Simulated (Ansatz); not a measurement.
C4H11BO2 (SMILES CC(C)(C)B(O)O), singlet, at a GFN2-xTB geometry, atoms displaced at random by about 0.08 Å a coordinate; PBE/STO-3G, gradient in Ansatz (a quantum-chemistry and plane-wave program).

Here is a job for Ansatz.
Ansatz 0.2 input:
```yaml
crystal:
  periodic: [false, false, false]
  atoms:
    - {symbol: B, position_ang: [1.04836769, -0.32917617, 0.14259298]}
    - {symbol: O, position_ang: [2.15462366, 0.06950472, -0.41904784]}
    - {symbol: H, position_ang: [1.97341024, 0.94223683, -1.02511776]}
    - {symbol: O, position_ang: [1.22450455, -1.38170071, 0.80662062]}
    - {symbol: H, position_ang: [2.12601179, -1.79071499, 1.06119379]}
    - {symbol: C, position_ang: [-0.54390269, 0.09730650, -0.01728691]}
    - {symbol: C, position_ang: [-1.42179342, -0.71940092, -0.68958876]}
    - {symbol: C, position_ang: [-1.22959443, 0.78076926, 1.18918500]}
    - {symbol: C, position_ang: [-0.70106893, 1.38400838, -0.91779407]}
    - {symbol: H, position_ang: [-2.65434139, -0.71435200, -0.75694094]}
    - {symbol: H, position_ang: [-1.34447908, -1.80617342, 0.21130450]}
    - {symbol: H, position_ang: [-1.16040598, -1.21436161, -1.60325612]}
    - {symbol: H, position_ang: [-1.16661273, -0.14326761, 2.07240146]}
    - {symbol: H, position_ang: [-0.67352499, 1.48564596, 1.80344987]}
    - {symbol: H, position_ang: [-2.20815410, 0.93633891, 1.16231416]}
    - {symbol: H, position_ang: [0.14863241, 2.39284405, -0.71481907]}
    - {symbol: H, position_ang: [-0.30496509, 1.03816392, -2.00735898]}
    - {symbol: H, position_ang: [-1.67919059, 1.91210641, -1.03191094]}
basis:
  gaussian:
    orbitals: STO-3G
hamiltonian:
  xc: pbe
output: {forces: true}
```

**Question.** Write the output that Ansatz gives for this input, abridged.

**Answer.** 
```
Functional definition: PBE
656 factors; integrals over basis functions are off by at most 9.7e-5 eV
mean field evaluation 1: about -8965.8612 eV, gradient 1.5e1 eV
mean field evaluation 2: about -8965.0598 eV, gradient 2.4e1 eV
mean field evaluation 4: about -8966.5821 eV, gradient 1.8e0 eV
mean field evaluation 8: about -8966.3672 eV, gradient 1.2e-1 eV
mean field evaluation 16: about -8966.3672 eV, gradient 2.0e-5 eV
mean field -8966.36721601 eV, -329.5079175664 hartree, gradient 2.0e-5 eV, S^2 0.000000; 0 other end points of the search recorded, 0 dependent functions left out
the calculation of the forces begins
reference -8966.36724527 eV, -329.5079186418 hartree; 28, 28 occupied and 18, 18 virtual orbitals, 656 factors
Total energy: -8966.36724527 eV, -329.5079186418 hartree
Atom 0 at     1.048368    -0.329176     0.142593 Å, force    -4.228559     2.404760    -1.541830 eV/Å
Atom 1 at     2.154624     0.069505    -0.419048 Å, force     3.352986     5.181837    -4.211854 eV/Å
Atom 2 at     1.973410     0.942237    -1.025118 Å, force     0.491601    -1.613124     1.140211 eV/Å
Atom 3 at     1.224505    -1.381701     0.806621 Å, force    -0.762335    -7.337975     5.633178 eV/Å
Atom 4 at     2.126012    -1.790715     1.061194 Å, force    -0.041142     0.789404    -0.716138 eV/Å
Atom 5 at    -0.543903     0.097307    -0.017287 Å, force     2.750890     9.732701     1.151041 eV/Å
Atom 6 at    -1.421793    -0.719401    -0.689589 Å, force    -7.775526   -12.268467     2.410911 eV/Å
Atom 7 at    -1.229594     0.780769     1.189185 Å, force     6.261578    -7.375912     6.868630 eV/Å
Atom 8 at    -0.701069     1.384008    -0.917794 Å, force     6.432465     4.130145    -4.535599 eV/Å
Atom 9 at    -2.654341    -0.714352    -0.756941 Å, force     3.461918     1.469074     0.572787 eV/Å
Atom 10 at    -1.344479    -1.806173     0.211305 Å, force    -0.678026     2.990971    -3.446225 eV/Å
Atom 11 at    -1.160406    -1.214362    -1.603256 Å, force     1.095213    -0.115914    -1.429715 eV/Å
Atom 12 at    -1.166613    -0.143268     2.072401 Å, force    -0.699463     2.468184    -2.380859 eV/Å
Atom 13 at    -0.673525     1.485646     1.803450 Å, force     0.426258     1.322096    -0.774799 eV/Å
Atom 14 at    -2.208154     0.936339     1.162314 Å, force    -5.775848     1.485609    -0.991229 eV/Å
Atom 15 at     0.148632     2.392844    -0.714819 Å, force    -2.902727    -3.574523    -0.126090 eV/Å
Atom 16 at    -0.304965     1.038164    -2.007359 Å, force    -1.412492     1.149897     2.049201 eV/Å
Atom 17 at    -1.679191     1.912106    -1.031911 Å, force     0.003210    -0.838764     0.328377 eV/Å
Dipole moment:     0.324814     0.033429    -0.035149 e Å
```
